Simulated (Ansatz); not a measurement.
Saddle point of CH$_{8}$OSn, closed shell (CH₆OSn ([CH3][O][SnH3]) + H₂ → CH₄O ([CH3][OH]) + SnH₄; bonds formed: Sn1–H8, O2–H7; bonds broken: Sn1–O2, H7–H8), PBE0-D4/def2-TZVP structure:

```
11
angstrom
Sn -0.2394 1.4620 0.4132
O 0.5616 -0.3354 -0.4902
C -0.1617 -1.5315 -0.6964
H -1.5033 1.3814 -0.7553
H 0.6783 2.8676 0.1341
H -0.9618 1.3294 1.9530
H 1.2298 -0.1465 0.4750
H 1.4623 0.5238 1.2479
H -0.4439 -1.9996 0.2540
H -1.0704 -1.3182 -1.2652
H 0.4486 -2.2329 -1.2701
```

Energies are electronic, without zero-point energy. Barriers and step energies count from the start structure reached by relaxing down the imaginary mode; all methods use the PBE0-D4 structures, on which another method's saddle can fall below an end. Computed with Ansatz 0.2.0 (basis: def2-TZVPP, with def2-QZVPP for the basis limit); correlated methods freeze the cores. Filled d shells of the heavier atoms are correlated. Core potentials replace the inner electrons of the atoms past krypton. The def2 sets are not built for correlating such inner shells, so the correlated values are less sure here. B3LYP uses VWN-RPA correlation. Extrapolation: Hartree–Fock as exp(−7.88 √X), correlation as X^−2.97.

```csv
method,barrier (eV),step energy (eV)
SPW92,?,-0.312
PBE-D4,1.154,-0.169
BLYP-D4,1.317,-0.075
r2SCAN-D4,1.273,-0.150
B97M-V,?,-0.232
PBE0-D4,?,-0.250
B3LYP-D4,1.397,-0.157
r2SCAN0-D4,1.357,-0.232
BHLYP-D4,1.544,-0.229
CAM-B3LYP-D4,1.422,-0.203
wB97X-V,1.466,-0.194
wB97M-V,1.423,-0.225
B2PLYP,1.476,-0.148
PBE-QIDH,1.421,-0.232
RPA on PBE,1.515,-0.179
HF,1.944,-0.295
MP2,1.513,-0.125
CCSD,1.574,-0.244
CCSD(T),1.500,-0.202
```

(1) Fill in the withheld barriers. (Judge from chemistry; the value comes from the calculation.)

T1 diagnostic: at most 0.015.

Results:

(1) Computed: B97M-V 1.291; SPW92 0.801; PBE0-D4 1.279 eV. Each is the energy of the saddle less that of the start structure, by the same method.

For comparison, the barrier by CCSD(T) at an estimated basis limit (MP2 extrapolated from triple and quadruple zeta, plus CCSD(T) − MP2 in triple zeta) is 1.484 eV.

Labels in which every atom is bracketed show which atoms are joined, not bond orders.

For scale, one of the runs: CCSD(T)/def2-TZVPP, 224 basis functions, launched by `ansatz run in.yaml --threads 4 --pin off --events-out ev --progress --plain --max-ram 9574MiB`. The run took 88 s on 4 CPU threads of an Arm Neoverse V2 (shared host), with 4 GiB of host memory at its peak.
